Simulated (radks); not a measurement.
Problem. Neutral mercury, configuration [Kr] 4d10 4f14 5s2 5p5.75 5d10 6s2 7s0.25 (fractional occupations, a model configuration). Method: Dirac Kohn-Sham, SOGGA, spin-unpolarised, spherical densities, point nucleus; open shells are shared between the two j in proportion to 2j + 1; computed with a radial shooting solver on a logarithmic mesh with Libxc functionals.

Spin-orbit splittings of the eigenvalues, e(l+1/2) - e(l-1/2), with zeta = 2 splitting/(2l+1) and mean radii in bohr:

| shell | occ. | splitting (eV) | zeta (eV) | <r> j=l-1/2 | <r> j=l+1/2 |
|---|---|---|---|---|---|
| 2p | 6 | 1947 | 1298 | 0.05693 | 0.06561 |
| 3p | 6 | 431.2 | 287.5 | 0.1705 | 0.1864 |
| 3d | 10 | 92.41 | 36.96 | 0.1621 | 0.1670 |
| 4p | 6 | 104.2 | 69.48 | 0.4012 | 0.4354 |
| 4d | 10 | ? | ? | 0.4425 | 0.4537 |
| 4f | 14 | 4.195 | 1.199 | 0.4791 | 0.4858 |
| 5p | 5.75 | 18.41 | 12.28 | 0.9702 | 1.067 |
| 5d | 10 | 1.890 | 0.7561 | 1.439 | 1.504 |

Estimate the 4d splitting.

Solution. 19.43 eV (zeta = 7.771 eV).
